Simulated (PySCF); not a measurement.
A calculated (r2SCAN, PySCF 2.14, ANO-RCC-VTZP, scalar relativity by spin-free X2C-1e) atom or ion has these occupied shells.

| shell | electrons | orbital energy (eV) | rms radius, mean of both spins (bohr) |
| --- | --- | --- | --- |
| 1s β | 1 | -71496.9 | 0.0204 |
| 1s α | 1 | -71496.9 | 0.0204 |
| 2s α | 1 | -12428.7 | 0.0824 |
| 2s β | 1 | -12428.3 | 0.0824 |
| 2p α | 3 | -10884.4 | 0.0750 |
| 2p β | 3 | -10884.2 | 0.0750 |
| 3s α | 1 | -2894.1 | 0.211 |
| 3s β | 1 | -2894.1 | 0.211 |
| 3p α | 3 | -2434.0 | 0.212 |
| 3p β | 3 | -2433.9 | 0.212 |
| 3d α | 5 | -1893.3 | 0.194 |
| 3d β | 5 | -1893.1 | 0.194 |
| 4s α | 1 | -615.51 | 0.468 |
| 4s β | 1 | -615.22 | 0.468 |
| 4p α | 3 | -463.02 | 0.499 |
| 4p β | 3 | -462.77 | 0.499 |
| 4d α | 5 | -266.15 | 0.538 |
| 4d β | 5 | -265.84 | 0.538 |
| 5s α | 1 | -95.351 | 1.10 |
| 5s β | 1 | -92.807 | 1.10 |
| 5p α | 3 | -57.446 | 1.28 |
| 5p β | 3 | -53.918 | 1.28 |
| 4f α | 7 | -50.244 | 0.648 |
| 4f β | 7 | -49.637 | 0.648 |
| 5d α | 5 | -14.604 | 2.01 |
| 6s α | 1 | -14.003 | 2.95 |

**Question.** Name the element and its charge.

**Answer.** Re⁺ (rhenium, charge +1), in [Xe] 4f14 5d5 6s1, high-spin 7S determinant.
